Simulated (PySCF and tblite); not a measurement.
Results of a calculation; reference values are marked as such.
System: C₅H₃FO₂S₂, numbered as in [CH3:1][S:2][S:3][c:4]1[c:5]([F:6])[c:7](=[O:8])[c:9]1=[O:10].

Motion: rotation about the S2–S3 bond (torsion C1–S2–S3–C4 from -82° to 82°, rising). GFN2-xTB gives an electronic barrier of 7.7 kcal/mol.

(1) What does PBE0/pcSseg-1 + D3(BJ) give on GFN2-xTB geometries?

Programs: tblite and PySCF.

## Answers

(1) A barrier of 11.1 kcal/mol, 3.4 above the tight-binding barrier (from unrounded values) and, with GFN2-xTB thermal terms, ΔG‡(298 K) = 11.4 kcal/mol and k = 2.8×10⁴ s⁻¹ (1 equivalent path).
